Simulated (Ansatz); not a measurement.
Reaction (ligand exchange at the Si–S bond): `O[SiH2]S[SiH](O)O` + `C[SiH](F)S` → `C[SiH](F)S[SiH](O)O` + `O[SiH2]S`

Program: Ansatz. Geometries: PBE0-D4/def2-TZVP. ΔE: electronic, gas phase. CCSD(T)/CBS adds triple-zeta CCSD(T) − MP2 to the extrapolated MP2 energy (def2 sets, frozen cores). Functionals use def2-TZVPP. B3LYP here is the variant with VWN-RPA as its local correlation; programs differ in this. Each species was taken in one conformer, which may not be the lowest.

`O[SiH2]S[SiH](O)O`:

```xyz
12

O     1.814   -0.952    1.043
Si    1.200    0.498    1.482
S    -0.922    0.607    1.138
Si   -0.826    0.201   -0.948
O    -0.068   -1.226   -1.260
O    -2.352    0.111   -1.524
H     1.528   -1.273    0.179
H     1.839    1.606    0.729
H     1.392    0.658    2.938
H     0.007    1.200   -1.645
H    -0.569   -2.022   -1.064
H    -3.041    0.595   -1.068
```

`C[SiH](F)S`:

Z-matrix (Å, degrees):
```
C
Si 1 1.851
H 1 1.092 2 110.4
H 1 1.093 2 110.9 3 120.2
H 1 1.093 2 110.3 3 -120.1
F 2 1.602 1 107.5 3 177.3
S 2 2.125 1 112.7 3 -60.4
H 2 1.481 1 113.7 3 58.6
H 7 1.344 2 94.5 1 -44.6
```

`C[SiH](F)S[SiH](O)O`:

```xyz
14

C    -2.499    0.942   -0.817
Si   -1.068   -0.118   -0.323
F    -1.305   -0.635    1.188
S     0.701    1.051   -0.372
Si    2.143   -0.457    0.153
O     3.353    0.313    0.930
O     1.419   -1.653    0.993
H    -3.433    0.379   -0.738
H    -2.384    1.274   -1.852
H    -2.569    1.825   -0.178
H    -0.932   -1.340   -1.146
H     2.762   -1.089   -1.021
H     3.127    0.957    1.604
H     0.686   -1.448    1.580
```

`O[SiH2]S`:

Z-matrix (Å, degrees):
```
Si
S 1 2.133
O 1 1.642 2 113.5
H 1 1.478 2 111.7 3 117.8
H 1 1.484 2 102.9 3 -122.0
H 2 1.344 1 94.6 3 -65.2
H 3 0.959 1 117.2 2 -51.2
```

```
             level  ΔE (kJ/mol)  difference from CCSD(T)/CBS
           PBE0-D4         -2.3                          0.3
           ωB97M-V         -2.9                         -0.3
               PBE         -2.9                         -0.3
              PBE0         -2.7                         -0.1
             B3LYP         -3.9                         -1.3
     HF/def2-TZVPP         -4.8                         -2.2
    MP2/def2-TZVPP         -2.5                          0.1
SCS-MP2/def2-TZVPP         -3.1                         -0.5
   CCSD/def2-TZVPP         -2.9                         -0.3
     HF/def2-QZVPP         -4.7                         -2.1
       CCSD(T)/CBS         -2.6                            0
```

Largest T1 diagnostic among the species: 0.012.
